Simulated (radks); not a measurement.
Charge is removed step by step from the 5p down level of Ho4+, starting from [Kr] 4d10 4f9 5s2 5p(up 3, down 3). Calculated with a radial shooting solver on a logarithmic mesh with Libxc functionals: non-relativistic Kohn-Sham, PBE, spin-polarised, spherical densities, point nucleus; open shells are filled with parallel spins first (spin-orbit coupling, left out, can overturn this in heavy ions); relativity is left out, which matters for an element this heavy.

| removed (e) | E - E(0) (eV) | eigenvalue (eV) | E minus straight line (eV) |
|---|---|---|---|
| 0 | 0.000 | -68.020 | 0.000 |
| 0.25 | 17.447 | -71.563 | -1.339 |
| 0.5 | 35.783 | -75.130 | -1.789 |
| 0.75 | 55.014 | -78.719 | -1.344 |
| 1 | 75.145 | -82.329 | 0.000 |

Removing the whole electron costs 75.145 eV by Delta-SCF, against 68.020 eV from minus the eigenvalue at the starting occupation. Slater's transition state (half an electron removed) gives 75.130 eV. Integrating minus the eigenvalue over the occupation (Janak's theorem) gives 75.145 eV. The mean slope of the eigenvalue, de/dn, is 14.3 eV per electron.
